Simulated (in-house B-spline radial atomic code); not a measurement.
## Neutral argon: [He] 2s2 (2p1/2)2 (2p3/2)3 3s2 3p6 (7g9/2)1 (an excited or competing configuration)

All numbers are computed (Dirac-Hartree-Fock, average of the jj configuration; Fermi nucleus of rms radius 3.4274 fm) with a radial B-spline atomic code at the basis-set limit, not measured.

Z_r = [3n² - l(l+1)]/(2<r>); Z_e = n√(-2ε); the last column is Slater's effective charge. Values are occupation-weighted means over j.

```
shell  electrons    ε (eV)  <r> (bohr)    Z_r    Z_e  Slater
   1s          2   -3296.7     0.08554  17.54  15.57   17.70
   2s          2   -372.48       0.403  14.89  10.46   14.20
   2p          5   -302.11      0.3678  13.59   9.42   14.20
   3s          2   -51.245       1.311  10.30   5.82    7.60
   3p          6   -30.888       1.457   8.58   4.52    7.60
   7g          1  -0.27767        63.5   1.00   1.00       -
```

The least bound orbital is 7g9/2 at -0.2777 eV, and it is also the most diffuse (<r> = 63.5 bohr). The part-filled 2p shell lies below the filled 3p shell in orbital energy.

For the 1s electron the small component carries 0.412 % of the norm, the zero-frequency Breit interaction raises the level by 2.549 eV, self-energy by 1.157 eV, and vacuum polarisation lowers it by 0.08106 eV.
